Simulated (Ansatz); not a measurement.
(FSi)4O6 adamantane (Si₄O₆F₄). Total charge 0; triplet. Geometry PBE-D4/def2-SVP, that of the neutral singlet; atoms count from 1.

```xyz
14

Si   -0.2711    0.4898   -1.6294
F    -0.5225    0.9440   -3.1408
O     1.2973   -0.0482   -1.3925
Si    1.6267   -0.5401    0.1743
F     3.1356   -1.0412    0.3360
O     1.2903    0.7595    1.1758
Si   -0.2783    1.3338    1.0545
F    -0.5365    2.5710    2.0325
O    -0.5257    1.7450   -0.5502
O    -1.2973    0.0482    1.3925
Si   -1.0773   -1.2834    0.4007
F    -2.0766   -2.4738    0.7723
O    -1.2903   -0.7595   -1.1758
O     0.5257   -1.7450    0.5502
```

At PBE0-D4/def2-SVP a singlet of charge 0 lies 8.29 eV below the triplet at the same geometry.

Estimate the Mulliken populations from the PBE0/def2-SVP orbitals of Ansatz.


| atom | charge (e) | spin (α − β) |
| --- | --- | --- |
| Si1 | 1.04 | 0.17 |
| F2 | -0.28 | 0.00 |
| O3 | -0.54 | 0.02 |
| Si4 | 1.04 | 0.17 |
| F5 | -0.28 | 0.00 |
| O6 | -0.48 | 0.14 |
| Si7 | 0.90 | 0.28 |
| F8 | -0.28 | 0.00 |
| O9 | -0.48 | 0.14 |
| O10 | -0.29 | 0.51 |
| Si11 | 0.90 | 0.28 |
| F12 | -0.28 | 0.00 |
| O13 | -0.48 | 0.14 |
| O14 | -0.48 | 0.14 |
Mulliken values and Mayer orders depend strongly on the basis.

Where does the spin sit?

Summed by element: Si 0.91, F 0.01, O 1.08, of 2 unpaired in all. Largest on single atoms: O10 0.51, Si7 0.28, Si11 0.28.

And the Mayer bond orders between bonded heavy atoms (over 0.3)?

Si1–F2 1.14 (1.60 Å); Si1–O3 0.98 (1.67 Å); Si1–O9 0.91 (1.67 Å); Si1–O13 0.91 (1.67 Å); O3–Si4 0.98 (1.67 Å); Si4–F5 1.14 (1.60 Å); Si4–O6 0.91 (1.67 Å); Si4–O14 0.91 (1.67 Å); O6–Si7 0.96 (1.67 Å); Si7–F8 1.14 (1.60 Å); Si7–O9 0.96 (1.67 Å); Si7–O10 0.79 (1.67 Å); O10–Si11 0.79 (1.67 Å); Si11–F12 1.14 (1.60 Å); Si11–O13 0.96 (1.67 Å); Si11–O14 0.96 (1.67 Å).
